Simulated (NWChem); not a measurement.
Program: NWChem. System: O₂Si, charge -1, spin multiplicity 2, at the geometry of a parent with another charge or spin, in a state set for the comparison that need not be this species' ground state. Its SCF solution wasn't tested for a lower state. Level: UHF/def2-TZVPD.

Job file:

```
start mol
memory heap 200 mb stack 800 mb global 1000 mb
charge -1
geometry units angstroms nocenter noautoz
  O      0.000000     0.000000    -1.518369
  Si     0.000000     0.000000     0.000000
  O      0.000000     0.000000     1.518369
  symmetry group D2h
end
basis spherical
  * library def2-tzvpd
end
scf
  uhf
  nopen 1
  maxiter 100
  thresh 1e-7
  semidirect memsize 60000000 filesize 0
  # guess.movecs holds the orbitals of an unrestricted PBE0 run
  vectors input guess.movecs output mol.movecs
end
task scf energy
```

Output (cleaned and shortened):

```
             Northwest Computational Chemistry Package (NWChem) 7.3.0
             --------------------------------------------------------

                                NWChem Input Module
                                -------------------

 Scaling coordinates for geometry "geometry" by  1.889725989
 (inverse scale =  0.529177249)

 Turning off AUTOSYM since
 SYMMETRY directive was detected!

                             Geometry "geometry" -> ""
                             -------------------------

 Output coordinates in angstroms (scale by  1.889725989 to convert to a.u.)

  No.       Tag          Charge          X              Y              Z
 ---- ---------------- ---------- -------------- -------------- --------------
    1 O                    8.0000     0.00000000     0.00000000    -1.51836900
    2 Si                  14.0000     0.00000000     0.00000000     0.00000000
    3 O                    8.0000     0.00000000     0.00000000     1.51836900

 Effective nuclear repulsion energy (a.u.)      89.2203250619

            Nuclear Dipole moment (a.u.)
            ----------------------------
        X                 Y               Z
 ---------------- ---------------- ----------------
     0.0000000000     0.0000000000     0.0000000000

      Symmetry information
      --------------------

 Group name             D2h
 Group number             26
 Group order               8
 No. of unique centers     2

      Symmetry unique atoms

     1    2


 Summary of "ao basis" -> "" (spherical)
 ------------------------------------------------------------------------------
       Tag                 Description            Shells   Functions and Types
 ---------------- ------------------------------  ------  ---------------------
 *                         def2-tzvpd                 on all atoms

 Summary of "ao basis" -> "ao basis" (spherical)
 ------------------------------------------------------------------------------
       Tag                 Description            Shells   Functions and Types
 ---------------- ------------------------------  ------  ---------------------
 O                         def2-tzvpd               14       40   6s4p3d1f
 Si                        def2-tzvpd               15       43   6s5p3d1f

                                 NWChem SCF Module
                                 -----------------

  ao basis        = "ao basis"
  functions       =   123
  atoms           =     3
  alpha electrons =    16
  beta  electrons =    15
  charge          =  -1.00
  wavefunction    = UHF
  use symmetry    = T
  symmetry adapt  = T

 Summary of "ao basis" -> "ao basis" (spherical)
 ------------------------------------------------------------------------------
       Tag                 Description            Shells   Functions and Types
 ---------------- ------------------------------  ------  ---------------------
 O                         def2-tzvpd               14       40   6s4p3d1f
 Si                        def2-tzvpd               15       43   6s5p3d1f

      Symmetry analysis of basis
      --------------------------

        ag         30
        au          5
        b1g         7
        b1u        25
        b2g        12
        b2u        16
        b3g        12
        b3u        16

 Forming initial guess at       0.1s

   Symmetry analysis of molecular orbitals - initial alpha
   -------------------------------------------------------

  Numbering of irreducible representations:

     1 ag          2 au          3 b1g         4 b1u         5 b2g
     6 b2u         7 b3g         8 b3u

  Orbital symmetries:

     1 ag          2 b1u         3 ag          4 ag          5 b3u
     6 b2u         7 b1u         8 ag          9 b1u        10 ag
    11 b1u        12 b2u        13 b3u        14 b3g        15 b2g
    16 ag         17 ag         18 b3u        19 b2u        20 b1u
    21 ag         22 b3u        23 b2u        24 b3g        25 b2g
    26 b1g

   Symmetry analysis of molecular orbitals - initial beta
   ------------------------------------------------------

  Numbering of irreducible representations:

     1 ag          2 au          3 b1g         4 b1u         5 b2g
     6 b2u         7 b3g         8 b3u

  Orbital symmetries:

     1 ag          2 b1u         3 ag          4 ag          5 b2u
     6 b3u         7 b1u         8 ag          9 b1u        10 ag
    11 b1u        12 b3u        13 b2u        14 b2g        15 b3g
    16 ag         17 b1u        18 ag         19 b2u        20 b3u
    21 b3g        22 b2g        23 ag         24 b2u        25 b3u
    26 b1g

 Starting SCF solution at       0.1s

 ----------------------------------------------
         Quadratically convergent UHF

 Convergence threshold     :          1.000E-07
 Maximum no. of iterations :          100
 Integral*density screening:          1.000E-09
 ----------------------------------------------

              iter       energy          gnorm     gmax       time
             ----- ------------------- --------- --------- --------
                 1     -438.7387340049  6.69D-01  2.03D-01      1.8
                 2     -438.7598119182  9.53D-02  2.03D-02      1.9
                 3     -438.7611844682  8.82D-03  2.03D-03      2.2
                 4     -438.7612789325  1.61D-04  3.07D-05      2.7
                 5     -438.7612789375  8.77D-09  1.98D-09      3.5

       Final UHF  results
       ------------------

         Total SCF energy =   -438.761278937454
      One electron energy =   -793.214240783846
      Two electron energy =    265.232636784485
 Nuclear repulsion energy =     89.220325061907
[...]
   Bfn.  Coefficient  Atom+Function         Bfn.  Coefficient  Atom+Function
  ----- ------------  ---------------      ----- ------------  ---------------
     8      0.295719  1 O  py                91     -0.295719  3 O  py
    11      0.274349  1 O  py                94     -0.274349  3 O  py
    14      0.186138  1 O  py                97     -0.186138  3 O  py

 Vector   15  Occ=1.000000D+00  E=-2.469030D-01  Symmetry=b2g
              MO Center=  1.9D-16, -1.2D-16,  2.1D-16, r^2= 2.9D+00
   Bfn.  Coefficient  Atom+Function         Bfn.  Coefficient  Atom+Function
  ----- ------------  ---------------      ----- ------------  ---------------
     7      0.295719  1 O  px                90     -0.295719  3 O  px
    10      0.274349  1 O  px                93     -0.274349  3 O  px
    13      0.186138  1 O  px                96     -0.186138  3 O  px

 Vector   16  Occ=1.000000D+00  E=-5.635193D-02  Symmetry=ag
              MO Center=  5.1D-15, -2.8D-15,  1.3D-14, r^2= 4.0D+00
   Bfn.  Coefficient  Atom+Function         Bfn.  Coefficient  Atom+Function
  ----- ------------  ---------------      ----- ------------  ---------------
    46      0.911660  2 Si s                 45      0.486613  2 Si s
     6     -0.338739  1 O  s                 89     -0.338739  3 O  s
    44      0.211318  2 Si s                 69     -0.187373  2 Si d  0
    43     -0.172226  2 Si s                 64     -0.167648  2 Si d  0
     9     -0.158002  1 O  pz                92      0.158002  3 O  pz

 Vector   17  Occ=0.000000D+00  E= 2.114404D-01  Symmetry=ag
              MO Center=  7.3D-14,  3.5D-14, -5.5D-12, r^2= 1.9D+01
   Bfn.  Coefficient  Atom+Function         Bfn.  Coefficient  Atom+Function
  ----- ------------  ---------------      ----- ------------  ---------------
     6      7.580246  1 O  s                 89      7.580246  3 O  s
    46     -7.438254  2 Si s                 45     -7.362796  2 Si s
    74     -2.301937  2 Si d  0              69     -1.035772  2 Si d  0
    18      0.973223  1 O  pz               101     -0.973223  3 O  pz
    15      0.925583  1 O  pz                98     -0.925583  3 O  pz

 Vector   18  Occ=0.000000D+00  E= 2.200431D-01  Symmetry=b1u
              MO Center=  1.2D-16,  8.6D-17,  5.3D-12, r^2= 2.1D+01
   Bfn.  Coefficient  Atom+Function         Bfn.  Coefficient  Atom+Function
  ----- ------------  ---------------      ----- ------------  ---------------
     6      7.572383  1 O  s                 89     -7.572383  3 O  s
    61      6.204656  2 Si pz                18      2.836889  1 O  pz
   101      2.836889  3 O  pz                58      1.523015  2 Si pz
    15      1.011255  1 O  pz                98      1.011255  3 O  pz
     5      0.673743  1 O  s                 88     -0.673743  3 O  s

 Vector   19  Occ=0.000000D+00  E= 2.496316D-01  Symmetry=b2u
              MO Center= -8.0D-19, -6.5D-14,  4.8D-17, r^2= 1.1D+01
   Bfn.  Coefficient  Atom+Function         Bfn.  Coefficient  Atom+Function
  ----- ------------  ---------------      ----- ------------  ---------------
    17      1.003087  1 O  py               100      1.003087  3 O  py
    60     -0.726603  2 Si py                14     -0.252946  1 O  py
    97     -0.252946  3 O  py                30      0.153803  1 O  d -1
   113     -0.153803  3 O  d -1

                     UHF Final Beta Molecular Orbital Analysis
                     -----------------------------------------

 Vector   13  Occ=1.000000D+00  E=-3.047736D-01  Symmetry=b2u
              MO Center=  1.3D-17, -1.3D-18,  4.9D-16, r^2= 2.7D+00
   Bfn.  Coefficient  Atom+Function         Bfn.  Coefficient  Atom+Function
  ----- ------------  ---------------      ----- ------------  ---------------
     8      0.285694  1 O  py                91      0.285694  3 O  py
    11      0.255725  1 O  py                94      0.255725  3 O  py
    57      0.183389  2 Si py                14      0.165366  1 O  py
    97      0.165366  3 O  py

 Vector   14  Occ=1.000000D+00  E=-2.739916D-01  Symmetry=b2g
              MO Center= -3.9D-18,  5.6D-18,  8.3D-15, r^2= 2.8D+00
   Bfn.  Coefficient  Atom+Function         Bfn.  Coefficient  Atom+Function
  ----- ------------  ---------------      ----- ------------  ---------------
     7      0.305190  1 O  px                90     -0.305190  3 O  px
    10      0.282961  1 O  px                93     -0.282961  3 O  px
    13      0.192605  1 O  px                96     -0.192605  3 O  px

 Vector   15  Occ=1.000000D+00  E=-2.739916D-01  Symmetry=b3g
              MO Center= -8.8D-17, -6.2D-16,  7.0D-15, r^2= 2.8D+00
   Bfn.  Coefficient  Atom+Function         Bfn.  Coefficient  Atom+Function
  ----- ------------  ---------------      ----- ------------  ---------------
     8      0.305190  1 O  py                91     -0.305190  3 O  py
    11      0.282961  1 O  py                94     -0.282961  3 O  py
    14      0.192605  1 O  py                97     -0.192605  3 O  py

 Vector   16  Occ=0.000000D+00  E= 1.789380D-01  Symmetry=ag
              MO Center= -1.7D-21, -1.0D-18, -1.0D-15, r^2= 1.4D+01
   Bfn.  Coefficient  Atom+Function         Bfn.  Coefficient  Atom+Function
  ----- ------------  ---------------      ----- ------------  ---------------
    46      5.677333  2 Si s                  6     -4.871251  1 O  s
    89     -4.871251  3 O  s                 45      3.984753  2 Si s
    74      1.486538  2 Si d  0              15     -0.524938  1 O  pz
    98      0.524938  3 O  pz                18     -0.505519  1 O  pz
   101      0.505519  3 O  pz                69      0.423083  2 Si d  0

 Vector   17  Occ=0.000000D+00  E= 2.228333D-01  Symmetry=b1u
              MO Center= -1.3D-19,  5.1D-18, -7.8D-14, r^2= 2.1D+01
   Bfn.  Coefficient  Atom+Function         Bfn.  Coefficient  Atom+Function
  ----- ------------  ---------------      ----- ------------  ---------------
     6      7.654082  1 O  s                 89     -7.654082  3 O  s
    61      6.207744  2 Si pz                18      2.871484  1 O  pz
   101      2.871484  3 O  pz                58      1.550113  2 Si pz
    15      1.028503  1 O  pz                98      1.028503  3 O  pz
     5      0.652685  1 O  s                 88     -0.652685  3 O  s

 Vector   18  Occ=0.000000D+00  E= 2.552338D-01  Symmetry=ag
              MO Center=  3.3D-22,  1.4D-19, -2.3D-14, r^2= 1.6D+01
   Bfn.  Coefficient  Atom+Function         Bfn.  Coefficient  Atom+Function
  ----- ------------  ---------------      ----- ------------  ---------------
    45     10.687419  2 Si s                  6     -5.394838  1 O  s
    89     -5.394838  3 O  s                 46      2.453526  2 Si s
    18     -1.917901  1 O  pz               101      1.917901  3 O  pz
     5     -1.801786  1 O  s                 88     -1.801786  3 O  s
    69      1.469385  2 Si d  0              15     -1.287356  1 O  pz

 center of mass
 --------------
 x =   0.00000000 y =   0.00000000 z =   0.00000000

 moments of inertia (a.u.)
 ------------------
         263.368678518900           0.000000000000           0.000000000000
           0.000000000000         263.368678518900           0.000000000000
           0.000000000000           0.000000000000           0.000000000000

  Mulliken analysis of the total density
  --------------------------------------

    Atom       Charge   Shell Charges
 -----------   ------   -------------------------------------------------------
    1 O    8     8.57   0.79  1.18  0.58  0.96  0.36 -0.15  1.79  2.01  0.99  0.04  0.00  0.02 -0.01  0.00
    2 Si  14    13.87   2.00  0.59  1.39  0.78  0.49  0.65  4.12  1.73  0.49  0.71  0.18  0.34  0.29  0.03  0.08
    3 O    8     8.57   0.79  1.18  0.58  0.96  0.36 -0.15  1.79  2.01  0.99  0.04  0.00  0.02 -0.01  0.00

  Mulliken analysis of the alpha density
  --------------------------------------

    Atom       Charge   Shell Charges
 -----------   ------   -------------------------------------------------------
    1 O    8     4.18   0.40  0.59  0.30  0.48  0.19 -0.16  0.89  1.00  0.48  0.01  0.00  0.01 -0.00  0.00
    2 Si  14     7.65   1.00  0.29  0.69  0.44  0.38  0.67  2.06  0.86  0.25  0.38  0.13  0.22  0.21  0.02  0.03
    3 O    8     4.18   0.40  0.59  0.30  0.48  0.19 -0.16  0.89  1.00  0.48  0.01  0.00  0.01 -0.00  0.00

   Mulliken analysis of the beta density
   -------------------------------------

    Atom       Charge   Shell Charges
 -----------   ------   -------------------------------------------------------
    1 O    8     4.39   0.40  0.59  0.29  0.48  0.17  0.01  0.90  1.02  0.50  0.03  0.00  0.01 -0.00  0.00
    2 Si  14     6.22   1.00  0.29  0.70  0.35  0.10 -0.01  2.06  0.87  0.24  0.33  0.04  0.12  0.08  0.00  0.05
    3 O    8     4.39   0.40  0.59  0.29  0.48  0.17  0.01  0.90  1.02  0.50  0.03  0.00  0.01 -0.00  0.00

   Mulliken analysis of the spin density
   -------------------------------------

    Atom       Charge   Shell Charges
 -----------   ------   -------------------------------------------------------
    1 O    8    -0.21   0.00 -0.00  0.01  0.01  0.02 -0.17 -0.01 -0.02 -0.02 -0.02  0.00  0.00 -0.00  0.00
    2 Si  14     1.42   0.00  0.00 -0.00  0.09  0.28  0.68  0.00 -0.00  0.01  0.04  0.09  0.09  0.13  0.02 -0.02
    3 O    8    -0.21   0.00 -0.00  0.01  0.01  0.02 -0.17 -0.01 -0.02 -0.02 -0.02  0.00  0.00 -0.00  0.00

       Multipole analysis of the density wrt the origin
       ------------------------------------------------

     L   x y z        total         alpha         beta         nuclear
     -   - - -        -----         -----         ----         -------
     0   0 0 0     -1.000000    -16.000000    -15.000000     30.000000

     1   1 0 0     -0.000000     -0.000000      0.000000      0.000000
     1   0 1 0      0.000000      0.000000      0.000000      0.000000
     1   0 0 1      0.000000     -0.000000      0.000000      0.000000

     2   2 0 0    -20.573764    -13.173654     -7.400110      0.000000
     2   1 1 0     -0.000000     -0.000000     -0.000000      0.000000
     2   1 0 1     -0.000000     -0.000000      0.000000      0.000000
     2   0 2 0    -20.573764    -13.173653     -7.400110      0.000000
     2   0 1 1      0.000000      0.000000     -0.000000      0.000000
     2   0 0 2    -33.091620    -83.830843    -80.987022    131.726245

 Task  times  cpu:        3.7s     wall:        3.7s

 Total times  cpu:        3.7s     wall:        3.7s
```
